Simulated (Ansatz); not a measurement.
Reaction (ligand exchange at the Si–O bond): `OCN[SiH2]O` + HBr → `OCN[SiH2]Br` + H₂O

Computed with Ansatz on PBE0-D4/def2-TZVP structures; ΔE is electronic, products minus reactants. CBS: MP2 limit from def2 TZ/QZ plus the TZ coupled-cluster correction, frozen cores. This one scheme is used for every species. Functionals use def2-TZVPP. B3LYP here is the variant with VWN-RPA as its local correlation; programs differ in this. For Br outer-core shells are correlated without core-valence functions, which leaves a few kJ/mol of doubt a bond. Scalar relativity is left out up to krypton. Each species was taken in one conformer, which may not be the lowest.

| level | ΔE (kJ/mol) | difference from CCSD(T)/CBS |
| --- | --- | --- |
| PBE-D4 | -0.6 | -3.3 |
| r2SCAN-D4 | 6.9 | 4.2 |
| ωB97X-V | 8.2 | 5.5 |
| ωB97M-V | 8.2 | 5.5 |
| PBE | 0.7 | -2.0 |
| r2SCAN | 7.2 | 4.5 |
| B3LYP | 10.1 | 7.4 |
| CCSD/def2-TZVPP | 11.1 | 8.4 |
| HF/CBS(def2) | 10.8 | 8.1 |
| CCSD/CBS(def2) | 3.1 | 0.4 |
| CCSD(T)/CBS | 2.7 | 0 |

Largest T1 diagnostic among the species: 0.011.
